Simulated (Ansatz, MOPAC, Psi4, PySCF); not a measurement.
Molecule: CNO, net charge 0, doublet state. SMILES: [N]=C=O
Structure (B3LYP-D3(BJ)/def2-TZVP (Ansatz, a program for electronic structure) minimum search):
```xyz
3

N      0.0000     0.0000    -1.2622
C      0.0000     0.0000    -0.0406
O      0.0000     0.0000     1.1348
```
Charge 0, spin multiplicity 2.

Wanted: size of the dipole moment, in D. Conventions: no dispersion term unless named; 6-311+G** with 5d; non-relativistic; six Cartesian d functions in 6-31G* and its kin unless marked 5d; PM7 with its own dispersion and hydrogen-bond terms; no spin-orbit coupling; UHF or UKS for open shells. Ab initio and DFT rows: single points at B3LYP-D3(BJ) geometries (Ansatz). Semi-empirical rows: dipoles at the shared geometry.

```json
[
 {"level": "AM1", "program": "MOPAC", "size of the dipole moment (D)": "0.65"},
 {"level": "PM3", "program": "MOPAC", "size of the dipole moment (D)": "1.20"},
 {"level": "PM6", "program": "MOPAC", "size of the dipole moment (D)": "1.39"},
 {"level": "PM7", "program": "MOPAC", "size of the dipole moment (D)": "1.53"},
 {"level": "MNDO", "program": "MOPAC", "size of the dipole moment (D)": "0.69"},
 {"level": "SVWN5/6-31G*", "program": "Ansatz", "size of the dipole moment (D)": "0.81"},
 {"level": "PBE/3-21G", "program": "Ansatz", "size of the dipole moment (D)": "0.82"},
 {"level": "PBE/6-31G*", "program": "Ansatz", "size of the dipole moment (D)": "0.81"},
 {"level": "PBE/6-311+G**", "program": "Ansatz", "size of the dipole moment (D)": "0.78"},
 {"level": "B3LYP/6-31G", "program": "Ansatz", "size of the dipole moment (D)": "0.68"},
 {"level": "B3LYP/6-31G*", "program": "Ansatz", "size of the dipole moment (D)": "0.74"},
 {"level": "B3LYP/cc-pVDZ", "program": "Ansatz", "size of the dipole moment (D)": "0.74"},
 {"level": "M06-2X/6-311+G**", "program": "PySCF", "size of the dipole moment (D)": "0.60"},
 {"level": "wB97X-D/6-31G*", "program": "Psi4", "size of the dipole moment (D)": "0.71"}
]
```

No value to compare with is used here. The 14 habitual levels span 0.60 (M06-2X/6-311+G**) to 1.53 D (PM7).

The levels are drawn from those run, B3LYP/6-31G* more often than the rest, none by its result; runs whose electronic state is in doubt are left out.
